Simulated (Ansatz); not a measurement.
def2 core potentials replace the inner electrons of Sn.

Species: C$_{4}$H$_{9}$Cl$_{3}$Sn, SMILES `CCC[CH2][Sn]([Cl])([Cl])[Cl]` with one electron removed (charge 1, multiplicity 2).

**Question.** Give a relaxed geometry from PBE0-D3(BJ)/def2-SVP (Ansatz, a program for electronic structure).

**Answer.** Several could match; the one computed here: the end point of this relaxation, one of several conformers (outside a Z-matrix the atoms follow the SMILES, hydrogens last).
Z-matrix (Å, degrees):
```
C
H 1 1.1000
H 1 1.1000 2 110.08
C 1 1.4678 2 113.16 3 127.73
H 4 1.1009 1 118.48 2 44.80
H 4 1.1009 5 113.58 1 -145.97
C 1 1.5959 2 107.05 3 -116.01
H 7 1.0999 1 108.44 2 -62.43
H 7 1.0999 8 108.11 1 117.38
C 7 1.5169 8 111.60 9 123.11
H 10 1.0992 7 112.26 8 -178.97
H 10 1.0992 11 108.97 7 124.99
H 10 1.1041 11 107.81 12 116.75
Sn 4 2.3630 5 97.81 6 -102.08
Cl 14 2.2957 4 103.66 5 177.42
Cl 14 2.2957 15 114.89 3 -88.07
Cl 14 2.2961 15 115.42 3 133.82
```
